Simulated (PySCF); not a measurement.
Compound: C2H9BOSn.
SMILES with atom numbers: `[CH3:1][CH2:2][O:3][BH:4][SnH3:5]` (hydrogens: H6, H7, H8 on C1; H9, H10 on C2; H11 on B4; H12, H13, H14 on Sn5)

The calculation used PBE0-D3(BJ)/def2-SVP geometry optimisation, gas phase, def2 core potentials past Kr (PySCF).

Q: List the bond lengths, angles and torsions at this level.

A: 
```
                     bond  length (Å)   order
                    C1–C2       1.510  single
                    C2–O3       1.416  single
                    O3–B4       1.336  single
                   B4–Sn5       2.284  single
      C1–H6, C1–H7, C1–H8       1.100  single
            C2–H9, C2–H10       1.103  single
                   B4–H11       1.212  single
Sn5–H12, Sn5–H13, Sn5–H14       1.720  single
```

Bonds in one row agree within 0.01 Å and their mean is given. Orders are formal, as drawn. A selection of angles:
```
      angle  degrees
   C2–C1–H6    110.9
   C2–C1–H7    110.3
   H6–C1–H7    108.2
   C1–C2–O3    110.8
   C1–C2–H9    111.0
   O3–C2–H9    109.8
  O3–C2–H10    106.8
  H9–C2–H10    107.5
   C2–O3–B4    125.5
  O3–B4–Sn5    123.7
  O3–B4–H11    115.9
 Sn5–B4–H11    120.4
 B4–Sn5–H12    112.3
 B4–Sn5–H13    113.3
H12–Sn5–H13    105.7
H12–Sn5–H14    107.0
```

Dihedral angles: C1–C2–O3–B4 99° (anticlinal); C2–O3–B4–Sn5 2° (synperiplanar). The mirror-image conformer, all signs reversed, is as good.

B4 (three-coordinate boron) is planar (angles 123.7°, 120.4° and 115.9°, sum 360.0°, 0.00 Å off the plane of its three neighbours). Sn5 (tin bonded to B and 3 H) is distorted tetrahedral (angles from 105.7° to 113.3°).

Point group: C1 (no symmetry element, even within 0.4 Å). Not checked by PBE0-D3(BJ)/def2-SVP frequencies. One conformer, not necessarily the lowest.

On Arm Neoverse V2, one thread, no GPU, shared host, this took 40 s wall and 0.50 GiB of memory at its peak. These figures are those of the optimisation.
